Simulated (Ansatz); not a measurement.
`CC[SiH3]` + `C[SiH2][TeH]` → `C[SiH2][Te][SiH3]` + ethane at 298.15 K and 1 bar (ligand exchange at the Si–C bond).

Computed with Ansatz on PBE0-D4/def2-TZVP structures; ΔE is electronic, products minus reactants. CCSD(T)/CBS is the MP2 limit (def2-TZVPP, def2-QZVPP) plus CCSD(T) − MP2 in def2-TZVPP, frozen cores. This one scheme is used for every species. def2 core potentials past Kr. For Te outer-core shells are correlated without core-valence functions, which leaves a few kJ/mol of doubt a bond. One conformer a species, not always the lowest.

```csv
species,CCSD(T)/CBS energy (Eh),H − E (kJ/mol),S (J/(mol·K))
`CC[SiH3]`,-369.99568,252.6,298.1
`C[SiH2][TeH]`,-598.49179,177.8,335.2
`C[SiH2][Te][SiH3]`,-888.79691,233.6,402.9
`CC`,-79.71954,207.7,227.7
```

H − E and S are ideal-gas, rigid-rotor, harmonic terms from PBE0-D4/def2-TZVP, for one conformer and one mirror image of each species. 1 Eh = 2625.50 kJ/mol, R = 8.31446 J/(mol·K).

**Question.** By hand: ΔE, ΔH, ΔS and ΔG.

**Answer.** ΔE = (-888.79691) + (-79.71954) − (-369.99568) − (-598.49179) = -0.02898 Eh = -76.1 kJ/mol. Δ(H − E) = 233.6 + 207.7 − 252.6 − 177.8 = 10.9, so ΔH = -65.2 kJ/mol. ΔS = 402.9 + 227.7 − 298.1 − 335.2 = -2.7 J/(mol·K). ΔG = -65.2 − 298.15 × (-2.7)/1000 = -64.4 kJ/mol.

**Question.** By hand: the equilibrium constant, and the temperature at which ΔG would vanish if ΔH and ΔS stayed fixed.

**Answer.** log₁₀ K = −ΔG/(RT ln 10) = 11.3. ΔG = 0 at ΔH/ΔS = 24148 K, far beyond where these terms or the molecules hold.

The number of gas molecules stays the same, so ΔS is small and ΔH decides. A doubt of 5 kJ/mol in ΔE shifts log₁₀ K by 0.9 here. Other conformers and mirror images would add mixing entropy, several J/(mol·K) or more a flexible species. Modes under 60 cm⁻¹, often nearly free rotors, make the harmonic entropy too high. These are equilibria of isolated gas molecules and say nothing of rates. Largest T1 diagnostic: 0.010 (customary marks: 0.02 for closed shells, 0.045 for open ones).
